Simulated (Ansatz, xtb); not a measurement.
Two isomers of C3H5F3GeO

Structure a is `FC[C@]1([GeH]([F])[F])CO1`, a singlet and structure b is `C[O][Ge@H]([F])/[C](F)=C\F`, a singlet. Both are isolated molecules in the gas phase, relaxed with r2SCAN-D4/def2-SVP; the shapes shown needn't be the lowest conformers.

a (Å):

```yaml
atoms:
  - { symbol: C, position_ang: [0.6093, 0.1159, 0.2722] }
  - { symbol: C, position_ang: [-0.8627, 0.3738, 0.3640] }
  - { symbol: C, position_ang: [-1.4100, 1.5298, 1.0892] }
  - { symbol: F, position_ang: [0.7974, -1.2133, -0.0864] }
  - { symbol: F, position_ang: [-3.4181, 0.4575, -1.0486] }
  - { symbol: F, position_ang: [-1.1936, -0.1226, -2.5613] }
  - { symbol: Ge, position_ang: [-1.9395, -0.4567, -1.0305] }
  - { symbol: O, position_ang: [-1.4774, 0.2285, 1.6543] }
  - { symbol: H, position_ang: [1.0946, 0.2980, 1.2466] }
  - { symbol: H, position_ang: [1.0680, 0.7489, -0.5073] }
  - { symbol: H, position_ang: [-2.3035, -1.9337, -0.9535] }
  - { symbol: H, position_ang: [-0.7121, 2.2180, 1.5869] }
  - { symbol: H, position_ang: [-2.3643, 1.9627, 0.7631] }
```

b (Å):

```xyz
13

C     0.2830   -1.7698   -1.2510
C    -1.8397    0.9483   -0.8134
C    -3.0592    1.4716   -0.9933
F     0.9383    1.4812   -1.5427
F    -1.5023    0.5282    0.4238
F    -3.4364    1.8975   -2.2018
Ge   -0.4858    0.7103   -2.1905
O    -0.0882   -0.9940   -2.3800
H    -0.4922   -1.7574   -0.4633
H     0.4195   -2.8087   -1.5873
H     1.2324   -1.4177   -0.8102
H    -0.7916    1.2689   -3.5692
H    -3.8160    1.5918   -0.2107
```

Estimate which is lower in electronic energy at CCSD(T)/def2-SVP + ΔMP2/def2-TZVPP, and by roughly how much.

The CCSD(T)/def2-SVP + ΔMP2/def2-TZVPP calculation puts structure a lower, by 15.5 kcal/mol.

Level by level:

```tsv
level	geometry	E(b) − E(a) (kcal/mol)	departure from the last row (kcal/mol)	job, with rough time for the two
GFN2-xTB	GFN2-xTB	+26.1	+10.6	optimisation, 0.36 s
HF/STO-3G	GFN2-xTB	−2.0	−17.5	single point, 0.6 s
r2SCAN-D4/def2-SVP//GFN2-xTB	GFN2-xTB	+13.0	−2.5	single point, 4.9 s
r2SCAN-D4/def2-SVP	r2SCAN-D4/def2-SVP	+14.6	−0.9	optimisation, 100 s
HF/def2-SVP	r2SCAN-D4/def2-SVP	+11.2	−4.3	part of the CCSD(T) run
MP2/def2-SVP	r2SCAN-D4/def2-SVP	+17.8	+2.3	part of the CCSD(T) run
CCSD(T)/def2-SVP	r2SCAN-D4/def2-SVP	+14.4	−1.1	single point
CCSD(T)/def2-SVP + ΔMP2/def2-TZVPP	r2SCAN-D4/def2-SVP	+15.5		single point, 3.1 min
```

As drawn, b has 1 Ge–O, 1 C–F, 1 C=C in place of 2 C–C, 1 F–Ge, 1 C–O. Structure a has a 3-membered ring, b no ring.

HF/STO-3G puts the two in the other order. The largest departure from CCSD(T)/def2-SVP + ΔMP2/def2-TZVPP is that of HF/STO-3G, 17.5 kcal/mol. The last row adds to CCSD(T) the change of the MP2 difference between the two basis sets, here +1.1 kcal/mol.

With thermal terms from frequencies at re-optimised GFN2-xTB minima (ideal gas, soft modes damped towards free rotors, one conformer each, 298.15 K, 1 atm): on the last row, ΔE + ΔZPE = +14.5, ΔH = +15.1, ΔG = +13.6 kcal/mol.

The correlated steps freeze 16 core orbitals; the filled d shell of Ge is correlated, in a basis made for valence electrons. Programs: Ansatz 0.2.0, xtb 6.7.1; the last row on 4 threads of Arm Neoverse V1 on a shared host.
